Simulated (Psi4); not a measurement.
Relaxed torsion scan: SMILES [SiH3]O[SiH2][SiH2][GeH3]. Scanned: dihedral O2–Si3–Si4–Ge5; all other coordinates were relaxed at GFN2-xTB. GFN2-xTB can order the conformers of Si and Ge chains otherwise than DFT does. Points at φ and −φ are mirror images.

Geometry of the scan point at 120° (Å):
```
15

Si    -2.1886     0.9503     0.3982
O     -1.4495    -0.1495    -0.5281
Si    -0.4483    -1.3041    -1.0733
Si     1.4445    -1.2991     0.2543
Ge     1.8090    -3.3411     1.3469
H     -3.5438     1.0576    -0.1326
H     -2.1667     0.4549     1.7743
H     -1.4234     2.1879     0.2598
H     -0.2322    -0.9461    -2.4786
H     -1.2309    -2.5456    -1.0141
H      1.4413    -0.2586     1.2964
H      2.6638    -1.0239    -0.5247
H      0.9139    -3.6478     2.5153
H      1.6316    -4.5637     0.4883
H      3.1772    -3.5637     1.9286
```

Level of theory: Psi4 with PBE-D3(BJ)/def2-TZVP // GFN2-xTB.

Scanned values (°): -165, -150, -135, -120, -105, -90, -75, -60, -45, -30, -15, 0, 15, 30, 45, 60, 75, 90, 105, 120, 135, 150, 165, 180.

Task: Locate the minima and the barriers on this grid.

Result: Lower than their neighbours: -45° (0.0 kcal/mol), 45° (0.0 kcal/mol), 180° (1.2 kcal/mol). Higher than their neighbours: -120° (1.7 kcal/mol), 0° (0.5 kcal/mol), 120° (1.7 kcal/mol). The whole profile spans 1.7 kcal/mol.
